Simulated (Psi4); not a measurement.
C4H4S, charge -1, doublet, geometry from GFN2-xTB (a state made from the parent by changing its charge; the spin is typed, not shown lowest) (a gas-phase anion, which may not be bound at this level); B3LYP/STO-3G run with Psi4.

Input for Psi4:
```
memory 2 GB

molecule mol {
-1 2
  C     0.378587   -1.407993    0.170767
  C    -0.963980   -1.087539    0.207207
  C    -1.230293    0.247366   -0.109725
  S     0.277919    1.184770   -0.179446
  C     1.219581   -0.293030    0.116641
  H     0.772632   -2.414630    0.269882
  H    -1.762438   -1.804918    0.369213
  H    -2.130615    0.794731    0.130968
  H     2.250345   -0.284320   -0.208275
}

set basis sto-3g
set reference uks

energy('b3lyp')
print_variables()
```

Q: Write the output that Psi4 gives for this input, abridged.

A: 
```
   => Loading Basis Set <=

    Name: STO-3G
    Role: ORBITAL
    Keyword: BASIS

         ---------------------------------------------------------
                                   SCF
               by Justin Turney, Rob Parrish, Andy Simmonett
                          and Daniel G. A. Smith
                              UKS Reference
         ---------------------------------------------------------

  ==> Geometry <==

    Molecular point group: c1
    Full point group: C1

    Geometry (in Angstrom), charge = -1, multiplicity = 2:

       Center              X                  Y                   Z               Mass
    ------------   -----------------  -----------------  -----------------  -----------------
         C            0.368402864974    -1.451408372409     0.177342882208    12.000000000000
         C           -0.974164135026    -1.130954372409     0.213782882208    12.000000000000
         C           -1.240477135026     0.203950627591    -0.103149117792    12.000000000000
         S            0.267734864974     1.141354627591    -0.172870117792    31.972071174400
         C            1.209396864974    -0.336445372409     0.123216882208    12.000000000000
         H            0.762447864974    -2.458045372409     0.276457882208     1.007825032230
         H           -1.772622135026    -1.848333372409     0.375788882208     1.007825032230
         H           -2.140799135026     0.751315627591     0.137543882208     1.007825032230
         H            2.240160864974    -0.327735372409    -0.201699117792     1.007825032230

  Running in c1 symmetry.

  Rotational constants: A =      0.26649  B =      0.17094  C =      0.10454 [cm^-1]
  Rotational constants: A =   7989.31073  B =   5124.50616  C =   3133.89397 [MHz]
  Nuclear repulsion =  199.473266780731223

  Charge       = -1
  Multiplicity = 2
  Electrons    = 45
  Nalpha       = 23
  Nbeta        = 22

  ==> Algorithm <==

  SCF Algorithm Type is DF.
  DIIS enabled.
  MOM disabled.
  Fractional occupation disabled.
  Guess Type is SAD.
  Energy threshold   = 1.00e-06
  Density threshold  = 1.00e-06
  Integral threshold = 1.00e-12

  ==> Primary Basis <==

  Basis Set: STO-3G
    Blend: STO-3G
    Number of shells: 21
    Number of basis functions: 33
    Number of Cartesian functions: 33
    Spherical Harmonics?: true
    Max angular momentum: 1

  ==> DFT Potential <==

   => LibXC <=

    Version 7.1.2
    S. Lehtola, C. Steigemann, M. J. T. Oliveira, and M. A. L. Marques,  SoftwareX 7, 1–5 (2018) (10.1016/j.softx.2017.11.002)

   => Composite Functional: B3LYP <=

    B3LYP Hyb-GGA Exchange-Correlation Functional

    P. J. Stephens, F. J. Devlin, C. F. Chabalowski, and M. J. Frisch,  J. Phys. Chem. 98, 11623 (1994) (10.1021/j100096a001)

    Deriv               =              1
    GGA                 =           TRUE
    Meta                =          FALSE

    Exchange Hybrid     =           TRUE
    MP2 Hybrid          =          FALSE

   => Exchange Functionals <=

    0.0800   Slater exchange
    0.7200         Becke 88

   => Exact (HF) Exchange <=

    0.2000               HF

   => Correlation Functionals <=

    0.1900   Vosko, Wilk & Nusair (VWN5_RPA)
    0.8100   Lee, Yang & Parr

   => LibXC Density Thresholds  <==

    XC_HYB_GGA_XC_B3LYP:  1.00E-15

   => Molecular Quadrature <=

    Radial Scheme          =       TREUTLER
    Pruning Scheme         =           NONE
    Nuclear Scheme         =       TREUTLER

    Blocking Scheme        =         OCTREE
    BS radius alpha        =              1
    Pruning alpha          =              1
    Radial Points          =             75
    Spherical Points       =            302
    Total Points           =         188774
    Total Blocks           =           1433
    Max Points             =            256
    Max Functions          =             32
    Weights Tolerance      =       1.00E-15

   => Loading Basis Set <=

    Name: (STO-3G AUX)
    Role: JKFIT
    Keyword: DF_BASIS_SCF

  ==> Integral Setup <==

  SCF_SUBTYPE=INCORE selected. In-core MEM_DF algorithm will be used.
  Using in-core AOs.

  ==> MemDFJK: Density-Fitted J/K Matrices <==

    J tasked:                   Yes
    K tasked:                   Yes
    wK tasked:                   No
    Algorithm:                 Core
    Schwarz Cutoff:           1E-12
    Mask sparsity (%):       2.7548
    Fitting Condition:        1E-10

   => Auxiliary Basis Set <=

  Basis Set: (STO-3G AUX)
    Blend: DEF2-UNIVERSAL-JKFIT
    Number of shells: 162
    Number of basis functions: 500
    Number of Cartesian functions: 591
    Spherical Harmonics?: true
    Max angular momentum: 4

  Minimum eigenvalue in the overlap matrix is 1.8453444643E-01.
  Reciprocal condition number of the overlap matrix is 7.5571458896E-02.
    Using symmetric orthogonalization.

  ==> Pre-Iterations <==

  SCF Guess: Superposition of Atomic Densities via on-the-fly atomic UHF (no occupation information).

   -------------------------
    Irrep   Nso     Nmo
   -------------------------
     A         33      33
   -------------------------
    Total      33      33
   -------------------------

  ==> Iterations <==

                           Total Energy        Delta E     RMS |[F,P]|

   @DF-UKS iter SAD:  -544.61631771786710   -5.44616e+02   0.00000e+00
   @DF-UKS iter   1:  -546.49472655737509   -1.87841e+00   5.36424e-03 DIIS/ADIIS
   @DF-UKS iter   2:  -546.50055856281313   -5.83201e-03   4.87476e-03 DIIS/ADIIS
   @DF-UKS iter   3:  -546.52009158806595   -1.95330e-02   5.19384e-04 DIIS/ADIIS
   @DF-UKS iter   4:  -546.52038517731933   -2.93589e-04   3.20328e-04 DIIS/ADIIS
   @DF-UKS iter   5:  -546.52048566120720   -1.00484e-04   1.12661e-04 DIIS/ADIIS
   @DF-UKS iter   6:  -546.52051261774591   -2.69565e-05   3.65611e-05 DIIS
   @DF-UKS iter   7:  -546.52051468085824   -2.06311e-06   4.63881e-06 DIIS
   @DF-UKS iter   8:  -546.52051471287348   -3.20152e-08   8.33160e-07 DIIS
  Energy and wave function converged.

  ==> Post-Iterations <==

   Electrons on quadrature grid:
      Nalpha   =   23.0000097311 ; deviation = 9.731e-06
      Nbeta    =   22.0000088216 ; deviation = 8.822e-06
      Ntotal   =   45.0000185528 ; deviation = 1.855e-05

   @Spin Contamination Metric:   1.799635664E-02
   @S^2 Expected:                7.500000000E-01
   @S^2 Observed:                7.679963566E-01
   @S   Expected:                5.000000000E-01
   @S   Observed:                5.000000000E-01

    Orbital Energies [Eh]
    ---------------------

    Alpha Occupied:

       1A    -87.444545     2A     -9.682673     3A     -9.682091
       4A     -9.646268     5A     -9.646265     6A     -7.341948
       7A     -5.291744     8A     -5.286489     9A     -5.276566
      10A     -0.521431    11A     -0.395720    12A     -0.381884
      13A     -0.241533    14A     -0.232158    15A     -0.190078
      16A     -0.078341    17A     -0.064487    18A     -0.040264
      19A     -0.020029    20A      0.013584    21A      0.096630
      22A      0.107193    23A      0.286929

    Alpha Virtual:

      24A      0.449518    25A      0.496302    26A      0.574939
      27A      0.639521    28A      0.718319    29A      0.747154
      30A      0.785775    31A      0.870754    32A      0.947379
      33A      1.057307

    Beta Occupied:

       1A    -87.443588     2A     -9.682507     3A     -9.681898
       4A     -9.639177     5A     -9.639169     6A     -7.340727
       7A     -5.291270     8A     -5.286174     9A     -5.272362
      10A     -0.513236    11A     -0.390504    12A     -0.369358
      13A     -0.230139    14A     -0.227433    15A     -0.187694
      16A     -0.072086    17A     -0.061689    18A     -0.033684
      19A     -0.000417    20A      0.018615    21A      0.112557
      22A      0.158342

    Beta Virtual:

      23A      0.392134    24A      0.475696    25A      0.507446
      26A      0.586343    27A      0.646843    28A      0.728089
      29A      0.751146    30A      0.794665    31A      0.881161
      32A      0.952617    33A      1.062914

    Final Occupation by Irrep:
              A
    DOCC [    22 ]
    SOCC [     1 ]
    NA   [    23 ]
    NB   [    22 ]

  @DF-UKS Final Energy:  -546.52051471287348

   => Energetics <=

    Nuclear Repulsion Energy =            199.4732667807312225
    One-Electron Energy =               -1161.4321333016541757
    Two-Electron Energy =                 455.3763683436998804
    DFT Exchange-Correlation Energy =     -39.9380165356504122
    Empirical Dispersion Energy =           0.0000000000000000
    VV10 Nonlocal Energy =                  0.0000000000000000
    Total Energy =                       -546.5205147128734779

  UHF NO Occupations:
  HONO-2 :   21  A 1.9998288
  HONO-1 :   22  A 1.9915250
  HONO-0 :   23  A 1.0000000
  LUNO+0 :   24  A 0.0084750
  LUNO+1 :   25  A 0.0001712
  LUNO+2 :   26  A 0.0001638
  LUNO+3 :   27  A 0.0000837

Computation Completed

Properties will be evaluated at   0.000000,   0.000000,   0.000000 [a0]

Properties computed using the SCF density matrix

 Multipole Moments:

 ------------------------------------------------------------------------------------
     Multipole            Electronic (a.u.)      Nuclear  (a.u.)        Total (a.u.)
 ------------------------------------------------------------------------------------

 L = 1.  Multiply by 2.5417464519 to convert [e a0] to [Debye]
 Dipole X            :          0.9878494           -0.8467937            0.1410556
 Dipole Y            :          4.2112701           -3.6098860            0.6013842
 Dipole Z            :         -0.6378435            0.5467560           -0.0910875
 Magnitude           :                                                    0.6243849

 ------------------------------------------------------------------------------------

  Variable Map:
  ----------------------------------------------------------------------------
  "CURRENT ENERGY"              =>    -546.520514712873
  "CURRENT REFERENCE ENERGY"    =>    -546.520514712873
  "DD SOLVATION ENERGY"         =>       0.000000000000
  "DFT FUNCTIONAL TOTAL ENERGY" =>    -546.520514712873
  "DFT TOTAL ENERGY"            =>    -546.520514712873
  "DFT VV10 ENERGY"             =>       0.000000000000
  "DFT XC ENERGY"               =>     -39.938016535650
  "GRID ELECTRONS ALPHA"        =>      23.000009731115
  "GRID ELECTRONS BETA"         =>      22.000008821639
  "GRID ELECTRONS TOTAL"        =>      45.000018552755
  "NUCLEAR REPULSION ENERGY"    =>     199.473266780731
  "ONE-ELECTRON ENERGY"         =>   -1161.432133301654
  "PCM POLARIZATION ENERGY"     =>       0.000000000000
  "PE ENERGY"                   =>       0.000000000000
  "SCF ITERATION ENERGY"        =>    -546.520514712873
  "SCF ITERATIONS"              =>       8.000000000000
  "SCF TOTAL ENERGY"            =>    -546.520514712873
  "TWO-ELECTRON ENERGY"         =>     455.376368343700
  "XC GRID RADIAL POINTS"       =>      75.000000000000
  "XC GRID SPHERICAL POINTS"    =>     302.000000000000
  "XC GRID TOTAL POINTS"        =>  188774.000000000000

  Array Variable Map:
  ----------------------------------------------------------------------------
  "CURRENT DIPOLE"              =>       0.141055638399 ... -0.091087516548 1 by 3
  "SCF DIPOLE"                  =>       0.141055638399 ... -0.091087516548 1 by 3
  "SCF TOTAL ENERGIES"          =>    -544.616317717867 ... -546.520514712873 1 by 9
```
